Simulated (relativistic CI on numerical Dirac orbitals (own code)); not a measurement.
Calculated at this level of theory: Dirac-Coulomb-Breit CI, separate exchange-only KLI orbitals for each configuration, model QED, unscaled Slater integrals (own radial code, finite nucleus).

The strongest absorption lines from the ground level of an ion, among the configurations computed and to levels below about 14100 eV (vacuum wavelength in nm, gf): 0.08835 (0.1), 0.08939 (0.063), 0.10464 (0.00015), 0.11499 (0.36), 0.11788 (0.0013), 0.11934 (0.26), 0.79481 (0.25), 6.2751 (0.0088).

(1) Which ion is it?
A. Dy⁶²⁺
B. Pt⁷⁴⁺
C. Hf⁶⁸⁺
D. Hf⁶⁶⁺

## Answers

(1) C. Hf⁶⁸⁺ has 4 electrons and the ground level 2s2 1S_0; the strongest line goes to 2s.3p 1P°_1. The pattern of lines fixes the number of electrons, and along that sequence the line energies rise steadily with the charge (about as its square where n changes within one kind of shell, about linearly where n is kept but much faster in heavy ions where fine structure, which grows about as Z⁴, sets the gap, and irregularly where shells cross), which fixes Z. Configurations outside the model, such as inner-shell arrays, can give stronger lines. At this charge energies of transitions that change n are usually good to better than 1 %, and those within a shell (Δn = 0) to a few per cent.

LS names give the leading component of a level, which can be under half, so a name can repeat, a term be missing and a line seem to break the LS rules.
